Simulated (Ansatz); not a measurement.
Input and output for B2O3 (the lowest singlet isomer of a short search).

```yaml
crystal:
  periodic: [false, false, false]
  atoms:
    - {symbol: B, position_ang: [1.173719, -0.599127, -0.026037]}
    - {symbol: B, position_ang: [-1.174423, 0.597923, 0.021591]}
    - {symbol: O, position_ang: [-2.258415, 1.155270, 0.058876]}
    - {symbol: O, position_ang: [-0.003074, -0.005159, -0.021846]}
    - {symbol: O, position_ang: [2.262183, -1.148917, -0.032593]}
basis:
  gaussian: {orbitals: x2c-TZVPPall}
hamiltonian: {xc: {name: HSE06}}
scf: {omitted_lower_state_checks: [starts]}
output: {forces: true}
```

```sh
$ ansatz run in.yaml --threads 4 --pin off --events-out ev --progress --plain --max-ram 3916MiB
```

Output, abridged:

```
Functional definition: HSE06
793 factors; their error is unknown
54 factors; integrals over basis functions are off by at most 2.9e-5 eV
mean field evaluation 1: about -7484.6314 eV, gradient 8.6e1 eV
mean field evaluation 2: about -7431.7516 eV, gradient 1.8e2 eV
mean field evaluation 4: about -7496.4184 eV, gradient 1.1e1 eV
mean field evaluation 8: about -7496.6186 eV, gradient 1.8e-1 eV
mean field -7496.61862829 eV, -275.4956531991 hartree, gradient 3.2e-5 eV, S^2 0.000000; 0 other end points of the search recorded, 0 dependent functions left out
reference -7496.61867122 eV, -275.4956547768 hartree; 17, 17 occupied and 138, 138 virtual orbitals, 793 factors
Total energy: -7496.61867122 eV, -275.4956547768 hartree
Relativity: scalar
Atom 0 at     1.173719    -0.599127    -0.026037 Å, force     0.513035    -0.254378     0.007120 eV/Å
Atom 1 at    -1.174423     0.597923     0.021591 Å, force    -0.507431     0.264126     0.026726 eV/Å
Atom 2 at    -2.258415     1.155270     0.058876 Å, force     1.044419    -0.537496    -0.036787 eV/Å
Atom 3 at    -0.003074    -0.005159    -0.021846 Å, force    -0.000528    -0.001151    -0.002072 eV/Å
Atom 4 at     2.262183    -1.148917    -0.032593 Å, force    -1.049496     0.528899     0.005013 eV/Å
Dipole moment:    -0.001649    -0.002803    -0.011071 e Å
Checks for a lower state left out: starts
```

Run time 1.2 s (4 threads of Arm Neoverse V2 on a shared host).

DK, ANO-RCC and x2c sets are all-electron and run with scalar relativity unless a key says otherwise. HSE06 is defined as in plane-wave codes, on full-range PBE exchange.
